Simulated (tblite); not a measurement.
Compound: C₆H₉ClS.
Atom-mapped SMILES: `[CH3:1]/[CH:2]=[C:3](\[Cl:4])[CH2:5][C:6]([CH3:7])=[S:8]` (hydrogens: H9, H10, H11 on C1; H12 on C2; H13, H14 on C5; H15, H16, H17 on C7)

Computed with GFN2-xTB (tblite), gas phase: nudged elastic band of 9 images (0 to 8), spring 0.2 eV/Å², climbing image at the end, force threshold 0.05 eV/Å. No saddle search or frequency run followed, so the top image need not be a first-order saddle, and its height can exceed the method's true barrier by a kcal/mol or more.

The band describes a rotation about C5–C6 (allylic carbon, thiocarbonyl carbon), followed by the dihedral C3–C5–C6–C7, from the optimised start (-85°) to a second optimised geometry at 41°.

**Question.** How does the energy change from image to image?

**Answer.** 
```json
{"image": "0", "dihedral (°)": "-85", "E (eV)": "0.000", "C5–C6 (Å)": "1.504", "C3···C7 (Å)": "3.24", "largest true force (eV/Å)": "0.01"}
{"image": "1", "dihedral (°)": "-70", "E (eV)": "0.012", "C5–C6 (Å)": "1.505", "C3···C7 (Å)": "3.12", "largest true force (eV/Å)": "0.03"}
{"image": "2", "dihedral (°)": "-55", "E (eV)": "0.028", "C5–C6 (Å)": "1.505", "C3···C7 (Å)": "3.01", "largest true force (eV/Å)": "0.03"}
{"image": "3", "dihedral (°)": "-39", "E (eV)": "0.041", "C5–C6 (Å)": "1.506", "C3···C7 (Å)": "2.92", "largest true force (eV/Å)": "0.03"}
{"image": "4", "dihedral (°)": "-22", "E (eV)": "0.054", "C5–C6 (Å)": "1.508", "C3···C7 (Å)": "2.85", "largest true force (eV/Å)": "0.03"}
{"image": "5", "dihedral (°)": "-6", "E (eV)": "0.065", "C5–C6 (Å)": "1.509", "C3···C7 (Å)": "2.81", "largest true force (eV/Å)": "0.03"}
{"image": "6", "dihedral (°)": "11", "E (eV)": "0.067", "C5–C6 (Å)": "1.509", "C3···C7 (Å)": "2.81", "largest true force (eV/Å)": "0.03"}
{"image": "7", "dihedral (°)": "30", "E (eV)": "0.065", "C5–C6 (Å)": "1.508", "C3···C7 (Å)": "2.85", "largest true force (eV/Å)": "0.04"}
{"image": "8", "dihedral (°)": "41", "E (eV)": "0.031", "C5–C6 (Å)": "1.504", "C3···C7 (Å)": "2.92", "largest true force (eV/Å)": "0.01"}
```

Barriers of this band. The top is image 6 at 11°: 0.067 eV forward and 0.036 eV back; the end lies 0.031 eV above the start. The central bond is 0.005 Å longer at the top than at the start.

Other torsions move too; by image: C2–C3–C5–C6 (-89, -88, -86, -86, -87, -87, -88, -89, -113°).

**Question.** What rate follows at 298 K for crossing this barrier forward?

**Answer.** Taking the electronic barrier for the free energy of activation (no zero-point or entropy terms, transmission 1), rate = (kT/h)·exp(−ΔE/kT) ≈ 5 × 10^11 s⁻¹, whose inverse is 2 × 10^-12 s. An error of 1 kcal/mol in the barrier changes this by a factor of 5, and the method and the loose band can each miss by that much or more. The barrier is only 2.6 kT, where transition-state theory is rough.

**Question.** How would the two end points share their population at 298 K, from these energies alone?

**Answer.** exp(−ΔE/kT) with ΔE = 0.031 eV gives 0.3 for the higher one (end) against 1 for the lower, without vibrational, rotational or degeneracy terms. GFN2-xTB can put conformers this close in the wrong order.

The cost below is that of the whole band run. Hardware: one thread, Intel Xeon Platinum 8259CL at 2.50 GHz (x86_64) (shared host). Cost: 8.4 s wall, 0.19 GiB resident at most.
